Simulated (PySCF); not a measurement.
**Dipole response of Bi⁺ (bismuth, charge +1)**

[Xe] 4f14 5d10 6s2 6p2, high-spin 3P determinant. Calculation: PySCF 2.14, in aug-cc-pVQZ-PP with one added diffuse shell each of s, p, d, f, g type with ECP60MDF (8s8p6d4f3g, 117 functions); scalar relativity through the core potential. Coupled (time-dependent) response in atomic units; α is the mean over directions.

```json
{"method": "PBE0", "mean α (bohr³)": "27.46", "α xx, yy, zz": "23.50, 29.44, 29.44", "C₆ (like pair)": "252.6", "S(−4)": "196.7"}
```

S(−4) is the Cauchy moment in α(ω) = α(0) + S(−4) ω² + …

Spin-orbit coupling is absent.

α(iu) at PBE0:

```
u (hartree)  α(iu) (bohr³)
          0          27.46
     0.0500          26.98
      0.100          25.66
      0.200          21.72
      0.300          17.68
      0.500          11.79
      0.750          7.789
       1.00          5.640
       1.50          3.493
       2.00          2.433
       3.00          1.391
       5.00         0.6195
```

A single London oscillator, α(iu) = α/(1 + u²/ω²), gives C₆ = (3/4) ω α². Matching the computed C₆ needs ω = 4 × 252.6 / (3 × 27.46²) = 0.447 hartree.

For an ion, C₆ is the dispersion term alone; charge-induced terms of lower order in 1/R come first.

The components differ because the open shell of this determinant is not spherical; for a pure term their mean is the scalar polarisability.

Energies and moments cover only the electrons outside the core potential. Spin-orbit coupling is strong in this species (close to jj coupling), so the high-spin LS determinant is a model state, not a physical level.
